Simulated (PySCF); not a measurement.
# Magnetisability: `InChI=1S/C8H14O/c1-3-8(6-9)5-4-7(8)2/h6-7H,3-5H2,1-2H3/t7-,8+/m1/s1`

Geometry:
```tsv
atom	x (Å)	y (Å)	z (Å)
C1	2.555	0.180	0.300
C2	1.194	0.709	-0.144
C3	0.133	-0.388	-0.094
C4	0.520	-1.517	-1.003
O5	0.507	-2.685	-0.732
C6	-0.323	-0.834	1.307
C7	-1.762	-0.405	0.989
C8	-1.341	0.020	-0.429
C9	-1.613	1.467	-0.797
H10	2.503	-0.210	1.313
H11	3.296	0.976	0.275
H12	2.887	-0.623	-0.354
H13	1.268	1.095	-1.164
H14	0.898	1.532	0.507
H15	0.784	-1.171	-2.025
H16	-0.197	-1.903	1.468
H17	0.143	-0.290	2.125
H18	-2.122	0.424	1.595
H19	-2.493	-1.209	1.021
H20	-1.764	-0.626	-1.204
H21	-2.687	1.615	-0.893
H22	-1.244	2.145	-0.032
H23	-1.148	1.724	-1.746
```

Computed with PySCF, GIAO CAM-B3LYP/ANO-RCC-VDZP magnetisability, rotational g tensor and spin-rotation constants, non-relativistic, gas phase. Geometry: GFN2-xTB.

(1) How diamagnetic is it, and how anisotropic?

(2) Split it along the inertial axes a, b, c into diamagnetic and paramagnetic parts about the centre of mass, with the quadrupole moment.

(3) And the rotational g tensor?

Results:

(1) Isotropic -1441 × 10⁻³⁰ J/T², or -86.8 × 10⁻⁶ cm³/mol; principal values -1670, -1423, -1229 × 10⁻³⁰ J/T², anisotropy 383 × 10⁻³⁰ J/T² (root of half the summed squared differences of the principal values). The susceptibility is in cgs units.

(2) 
```tsv
axis	χ (10⁻⁶ cm³/mol)	diamagnetic (10⁻⁶ cm³/mol)	paramagnetic (10⁻⁶ cm³/mol)	summed x² of all electrons (Å²)	quadrupole Θ (D Å)
a	-96.7	-767.7	671.0	169.2	-0.42
b	-76.8	-1000.3	923.4	114.4	-4.47
c	-86.7	-1203.3	1116.5	66.6	+4.89
```
Anisotropies 2χaa − χbb − χcc = -29.8 and 2χbb − χaa − χcc = +29.8 × 10⁻⁶ cm³/mol. Θ is traceless in Buckingham's convention.

(3) 
| axis | rotational constant (GHz) | g | nuclear part | electronic part |
| --- | --- | --- | --- | --- |
| a | 1.9446 | -0.0062 | 0.6068 | -0.6130 |
| b | 1.4396 | -0.0164 | 0.6081 | -0.6246 |
| c | 1.1516 | -0.0108 | 0.5933 | -0.6040 |

Asymmetric top; isotopes 12C, 1H, 16O; no vibrational averaging.
